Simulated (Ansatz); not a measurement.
## Ansatz (development build ahead of 0.2.0) run

```yaml
crystal:
  periodic: [false, false, false]
  atoms:
    - { symbol: B, position_ang: [0.01361, -0.04806, -0.00217] }
    - { symbol: F, position_ang: [1.29324, 0.04395, -0.01659] }
    - { symbol: F, position_ang: [-0.66801, 1.12964, -0.04805] }
    - { symbol: F, position_ang: [-0.66461, -1.12043, 0.04695] }
basis:
  gaussian: { orbitals: "6-31G" }
hamiltonian:
  xc: hf
```

The input is written out in the form of the current development build from the run's settings.

Results

```
Converged                       : yes
Total energy                    : -323.07751 hartree
Spin squared of the determinant : 0.000
```
